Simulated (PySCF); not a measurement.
A run for PySCF: R-B3LYP/3-21G on CH5BFN (SMILES CB(N)F), a point of a torsion scan.

```python
from pyscf import gto, scf, dft, mp
from pyscf.data.elements import chemcore

mol = gto.M(
    atom='''
    C    -1.16725671   -0.04690744   -0.23427558
    B     0.22429777   -0.03945839    0.52125701
    N     1.45249974    0.12613620   -0.10129912
    F     0.25152507   -0.20246296    1.85391441
    H    -1.68081926   -0.99351957   -0.08107928
    H    -1.06759525    0.11093929   -1.30382200
    H    -1.82233978    0.72649965    0.16053023
    H     2.31756096    0.12496483    0.41189585
    H     1.57143264    0.25688161   -1.08892734
    ''',
    basis='3-21g',
    charge=0, spin=0, verbose=3, max_memory=1800)
mf = dft.RKS(mol, xc='b3lyp')
mf.conv_tol = 1e-8
mf.max_cycle = 100
mf.kernel()
if not mf.converged:
    mf = mf.newton().run(mf.mo_coeff, mf.mo_occ)
```

It printed:

```
converged SCF energy = -219.493068513772
```

The run converged.

Cost: very roughly 6 core-seconds.
